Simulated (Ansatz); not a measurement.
Reaction (ligand exchange at a Zn–S bond): `C[S][Zn][CH](C)C` + H–F → `C[CH](C)[Zn][F]` + CH₃SH

Computed with Ansatz on PBE0-D4/def2-TZVP structures; ΔE is electronic, products minus reactants. CCSD(T)/CBS adds triple-zeta CCSD(T) − MP2 to the extrapolated MP2 energy (def2 sets, frozen cores). This one scheme is used for every species. Functionals use def2-TZVPP. B3LYP here is the variant with VWN-RPA as its local correlation; programs differ in this. HSE06 is defined as in plane-wave codes. For Zn outer-core shells are correlated without core-valence functions, which leaves a few kJ/mol of doubt a bond. Scalar relativity is left out up to krypton. Each species was taken in one conformer, which may not be the lowest.

```
             level  ΔE (kcal/mol)  difference from CCSD(T)/CBS
       LDA (SPW92)           -0.2                         -0.2
            PBE-D4           -0.6                         -0.6
         revPBE-D4           -0.3                         -0.3
           BLYP-D4           -3.0                         -3.0
         r2SCAN-D4           -1.6                         -1.6
            B97M-V           -3.2                         -3.2
           PBE0-D4            0.7                          0.7
          B3LYP-D4           -1.9                         -1.9
        r2SCANh-D4           -0.9                         -0.9
        r2SCAN0-D4           -0.1                         -0.1
          HSE06-D4            0.8                          0.8
          BHLYP-D4           -1.3                         -1.3
      CAM-B3LYP-D4           -3.4                         -3.4
           ωB97X-V           -2.6                         -2.6
           ωB97M-V           -1.4                         -1.4
            B2PLYP           -2.5                         -2.5
            revPBE           -2.3                         -2.3
              BLYP           -5.2                         -5.2
              PBE0           -0.4                         -0.4
             B3LYP           -3.8                         -3.8
           r2SCANh           -1.4                         -1.4
           r2SCAN0           -0.6                         -0.6
             HSE06           -0.3                         -0.3
             BHLYP           -3.1                         -3.1
         CAM-B3LYP           -4.6                         -4.6
           LC-ωPBE           -3.0                         -3.0
       HF/def2-SVP           -3.4                         -3.4
      MP2/def2-SVP           -1.8                         -1.8
     CCSD/def2-SVP           -3.4                         -3.4
  CCSD(T)/def2-SVP           -2.8                         -2.8
     HF/def2-TZVPP           -3.5                         -3.5
    MP2/def2-TZVPP            0.8                          0.8
SCS-MP2/def2-TZVPP           -1.3                         -1.3
   CCSD/def2-TZVPP           -1.3                         -1.3
CCSD(T)/def2-TZVPP           -0.5                         -0.5
     HF/def2-QZVPP           -4.5                         -4.5
    MP2/def2-QZVPP            0.7                          0.7
SCS-MP2/def2-QZVPP           -1.3                         -1.3
     MP2/CBS(def2)            1.3                          1.3
    CCSD/CBS(def2)           -0.8                         -0.8
       CCSD(T)/CBS            0.0                            0
```

Largest T1 diagnostic among the species: 0.014.

From r2SCAN to r2SCAN0 (25 % exact exchange), in def2-TZVPP and without D4, ΔE moves by +1.4 kcal/mol. The D4 term adds +1.8 kcal/mol with B3LYP and +1.1 kcal/mol with PBE0; it sums over pairs of atoms, weighted by their polarisabilities, and B3LYP, whose exchange is more repulsive, gets the larger term.
